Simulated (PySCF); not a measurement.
Job for PySCF: R-MP2/6-31G* on C2H6O (SMILES COC).

```python
from pyscf import gto, scf, dft, mp
from pyscf.data.elements import chemcore

mol = gto.M(
    atom='''
    C    -1.09741848   -0.54396462    4.03403438
    O    -0.18114784    0.38516591    3.47276757
    C     1.14887916    0.20482082    3.93789103
    H    -1.14588871   -0.42526526    5.12089322
    H    -0.80839781   -1.57324093    3.79603673
    H    -2.07318932   -0.33344088    3.60168606
    H     1.19989932    0.35610146    5.02058141
    H     1.76713584    0.94715284    3.43781421
    H     1.51698864   -0.79795837    3.69598783
    ''',
    basis='6-31g*',
    cart=True,
    charge=0, spin=0, verbose=3, max_memory=1800)
mf = scf.RHF(mol)
mf.conv_tol = 1e-8
mf.max_cycle = 100
mf.kernel()
if not mf.converged:
    mf = mf.newton().run(mf.mo_coeff, mf.mo_occ)
pt = mp.MP2(mf, frozen=chemcore(mol)).run()
```

Task: Give the final energy of this run.

Result: -154.5031 hartree.
